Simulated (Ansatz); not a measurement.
Born–Oppenheimer molecular dynamics of CH₄Cl₂Ge (8 atoms, charge 0, multiplicity 1). It starts from a relaxed structure.

The calculation used RKS r2SCANh/def2-SVP in Ansatz 0.2.0.

```yaml
ensemble: NVE (velocity Verlet)
time_step: 0.5 fs
steps_asked: 150
starting_velocities_drawn_for: 1500 K
seed: 392503
```

First frame:

```xyz
8
Properties=species:S:1:pos:R:3
Ge -0.030 0.033 0.029
C 0.002 -0.009 1.956
H -1.020 -0.106 2.344
H 0.597 -0.870 2.286
H 0.455 0.913 2.341
Cl 2.002 0.130 -0.689
H -0.801 1.177 -0.626
Cl -0.886 -1.814 -0.684
```

**Question.** How far do the bonds stretch over the last three quarters of this one trajectory? (Pairs bonded in most of those frames.)

**Answer.** 
```json
{"bond": "Ge1–C2", "mean (Å)": "1.971", "spread (Å)": "0.111", "shortest": "1.80", "longest": "2.12"}
{"bond": "Ge1–Cl6", "mean (Å)": "2.180", "spread (Å)": "0.020", "shortest": "2.14", "longest": "2.20"}
{"bond": "Ge1–H7", "mean (Å)": "1.550", "spread (Å)": "0.063", "shortest": "1.45", "longest": "1.65"}
{"bond": "Ge1–Cl8", "mean (Å)": "2.163", "spread (Å)": "0.078", "shortest": "2.06", "longest": "2.27"}
{"bond": "C2–H3", "mean (Å)": "1.102", "spread (Å)": "0.022", "shortest": "1.07", "longest": "1.14"}
{"bond": "C2–H4", "mean (Å)": "1.104", "spread (Å)": "0.023", "shortest": "1.07", "longest": "1.14"}
{"bond": "C2–H5", "mean (Å)": "1.101", "spread (Å)": "0.013", "shortest": "1.08", "longest": "1.13"}
```

Mean temperature of the second half: 667 K. The conserved energy stayed within 0.28 meV per atom of its start (net change 0.19 meV per atom), so the integration is sound. Over the second half the temperature averaged 0.44 of the 1500 K drawn at the start: a run that starts near a minimum puts about half its kinetic energy into the potential. A run of 0.075 ps of so small a system gives no equilibrium averages.

Time of the run: 3.9 min on 2 threads of AMD EPYC 9R45 96-Core Processor (Zen 5) (shared host), peak memory 0.28 GiB.
